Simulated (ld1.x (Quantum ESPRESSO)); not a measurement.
**chlorine (Cl): one change to a TM potential, before and after**

```json
{"Element": "Cl", "Generator": "ld1.x (Quantum ESPRESSO) 7.5", "Type": "norm-conserving Troullier–Martins (Kleinman–Bylander form)", "Functional": "PBEsol", "Relativity": "non-relativistic", "Frozen core": "[Ne]", "Valence charge": "7", "Reference configuration": "3s2 3p5", "Partial waves": "3s (bound): rc 1.40 bohr; 3p (bound): rc 1.30 bohr; 3d channel at -0.15 Ry: rc 1.50 bohr", "Local potential": "all-electron potential smoothed inside 1.00 bohr (lloc = -1)", "Core correction": "a·sin(br)/r model core, default radius (core density twice the valence density)"}
```

All-electron outer shells of the reference configuration (PBEsol, non-relativistic, ld1.x):

| shell | level (eV) | outermost node (bohr) | outermost maximum (bohr) |
| --- | --- | --- | --- |
| 2p | -191.36 | – | 0.30 |
| 3s | -20.45 | 0.56 | 1.29 |
| 3p | -8.58 | 0.53 | 1.43 |

Change: all radii but the core radius scaled by about 0.74 (s 1.04, p 0.96, d 1.10 bohr); local potential all-electron potential smoothed inside 0.74 bohr (lloc = -1).

Cutoffs: the cutoffs (Ry, on a coarse ladder) from which the occupation-weighted sum of valence levels, in a spherical-Bessel basis at the reference potential, stays within 10 and 1 mRy of its value at 400 Ry; they do not see the model core or the augmentation charge, which bear on the density cutoff. Errors are all-electron minus pseudo energies relative to the spin-unpolarised reference configuration.

Q: How do hardness, ghosts and transferability respond?

A: The potential gets harder (45 Ry and 70 Ry → 140 Ry and 260 Ry); a bound ghost appears in s, which as a rule spoils a file; of the 7 tests that both files solve, the error grows in 2 and shrinks in 5 by more than 15 % and 0.3 meV (median size 9.3 → 11.4 meV). A smaller radius makes the pseudo-wave follow the all-electron one further in, where it bends more sharply, so more plane waves are needed.

| quantity | base | changed |
| --- | --- | --- |
| cutoff, loose | 45 Ry | 140 Ry |
| cutoff, tight | 70 Ry | 260 Ry |
| loose cutoff by channel (10 mRy a level) | s 25 Ry, p 12 Ry | s 70 Ry, p 110 Ry |
| bound ghosts | none | s |
| error for 3s2 3p4, meV [ΔE 13.85 eV] | +6.4 | +3.0 |
| error for 3s2 3p3, meV [ΔE 39.26 eV] | +40 | +12 |
| error for 3s2 3p2, meV [ΔE 77.52 eV] | +130 | +15 |
| error for 3s1 3p6, meV [ΔE 11.93 eV] | +0.1 | +1.8 |
| error for 3s2 3p4.5, meV [ΔE 5.57 eV] | +1.2 | +0.7 |
| error for 3s1 3p5, meV [ΔE 26.33 eV] | +9.3 | +11 |
| error for 3s2 3p1, meV [ΔE 129.71 eV] | +316 | -30 |

 A true bound ghost makes a file unfit for plane-wave use even where its test errors are small: the radial tests pick states by their node count and pass the ghost by.
